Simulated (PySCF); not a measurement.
# Electronic absorption of [C3H8FP2Si]+

Compound: C3H8FP2Si (charge +1).
Numbering: `[F:1][C:2]1=[C:3]([SiH3:4])[P@H+:5]1[CH2:6][PH2:7]` (hydrogens: H8, H9, H10 on Si4; H11 on P5; H12, H13 on C6; H14, H15 on P7)

Structure used (GFN2-xTB), in Å, numbered top down from 1:
```xyz
15
C3H8FP2Si angstrom
F     -0.987    2.583   -1.795
C     -0.683    1.715   -0.889
C     -1.066    0.664   -0.173
Si    -2.628   -0.436    0.127
P      0.651    1.165    0.169
C      1.956   -0.033   -0.250
P      1.904   -1.340    1.143
H     -3.408   -0.257   -1.088
H     -3.185    0.144    1.343
H     -2.053   -1.766    0.306
H      0.775    1.699    1.436
H      2.918    0.488   -0.228
H      1.789   -0.432   -1.253
H      3.015   -2.026    0.660
H      1.000   -2.162    0.468
```

Level of theory: TDDFT CAM-B3LYP/def2-SVPD, vertical, gas phase, core orbitals frozen in the response (PySCF). GFN2-xTB frequencies show an imaginary mode (28i cm⁻¹), so this geometry is no minimum at that level.

Task: List the vertical singlet excitations with oscillator strengths and describe the spectrum.

Result: 

```tsv
state	E (eV)	E (hartree)	f	|μ| (D)	main configurations (H = HOMO, L = LUMO)
S1	5.64	0.2074	0.0099	0.68	H→L (95%)
S2	6.02	0.2211	0.0087	0.62	H-1→L (58%), H-2→L (24%)
S3	6.27	0.2305	0.0032	0.37	H-2→L+1 (45%), H-1→L+1 (32%), H-1→L (12%)
S4	6.47	0.2379	0.038	1.25	H→L+1 (65%), H→L+2 (20%)
S5	6.65	0.2442	0.267	3.26	H-2→L (40%), H-1→L+1 (20%), H-1→L (12%)
S6	6.74	0.2477	0.031	1.10	H→L+2 (53%), H→L+1 (25%)
S7	7.01	0.2576	0.083	1.77	H-2→L+1 (32%), H-2→L (22%), H-1→L+1 (22%)
S8	7.14	0.2624	0.039	1.20	H→L+3 (79%), H→L+5 (9%)
```

Triplets (Tamm–Dancoff): T1 4.82 eV, H-1→L+1 (54%), H-2→L+1 (23%); T2 5.20 eV, H-2→L (45%), H-1→L (39%); T3 5.34 eV, H→L (51%), H→L+2 (13%).

The lowest singlet comes at 220 nm (545 kJ/mol) in the ultraviolet; it is weak; its leading configuration is HOMO→LUMO (95%). The strongest level in the table is S5 at 6.65 eV (187 nm, f = 0.267). Löwdin shares by element: HOMO phosphorus 67% or more, hydrogen 16% or more, carbon 12% or more; LUMO phosphorus 39% or more, carbon 24% or more, hydrogen 9% or more (atoms not listed hold the other 27%). Orbital energies (eV): HOMO-3 -15.42, HOMO-2 -14.69, HOMO-1 -14.47, HOMO -13.29, LUMO -4.83, LUMO+1 -4.38, LUMO+2 -3.35. The listed states span 1.50 eV, and the widest gap between neighbours is 0.37 eV (S1 to S2). The oscillator strengths of these states sum to 0.481; summed over the whole spectrum of an exact calculation they would give the number of electrons, 78 (Thomas–Reiche–Kuhn). Singlets were solved by full linear response, triplets in the Tamm–Dancoff approximation.

One conformer stands for the species.
